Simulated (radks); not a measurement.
Species: Cd XXXVI. Configuration: [Ne] 3s2 3p1. Calculated with a radial shooting solver on a logarithmic mesh with Libxc functionals: non-relativistic Kohn-Sham, LB94 model potential, spin-polarised, spherical densities, point nucleus; open shells are filled with parallel spins first (spin-orbit coupling, left out, can overturn this in heavy ions); relativity is left out, which matters for an element this heavy.

Normalised radial functions P(r) = r R(r), r in bohr:

r	2s up	2p down	3p up
0.002501	0.4757	0.0166	0.0089
0.0035	0.6335	0.0318	0.0171
0.004858	0.8211	0.0593	0.0319
0.006744	1.0342	0.1092	0.0587
0.009362	1.2488	0.1977	0.1062
0.013	1.4138	0.3496	0.1874
0.01804	1.4414	0.5982	0.3193
0.02504	1.2088	0.9782	0.5176
0.03477	0.5930	1.5035	0.7812
0.04826	-0.4375	2.1237	1.0606
0.067	-1.6872	2.6755	1.2178
0.093	-2.6721	2.8885	1.0215
0.1291	-2.8350	2.5283	0.2674
0.1792	-2.0599	1.6597	-0.9229
0.2488	-0.9523	0.7317	-1.8806
0.3454	-0.2460	0.1870	-1.8603
0.4794	-0.0290	0.0226	-1.0050
0.6656	-0.0012	0.0010	-0.2624
0.9239	0.0000	0.0000	-0.0263

2s up: eigenvalue -5712.2 eV, 1 radial node at r = 0.0426 bohr, <r> = 0.135 bohr, 90 % of the charge inside 0.207 bohr. 2p down: eigenvalue -5484.3 eV, 0 radial nodes, <r> = 0.115 bohr, 90 % of the charge inside 0.186 bohr. 3p up: eigenvalue -2211.0 eV, 1 radial node at r = 0.140 bohr, <r> = 0.309 bohr, 90 % of the charge inside 0.456 bohr.
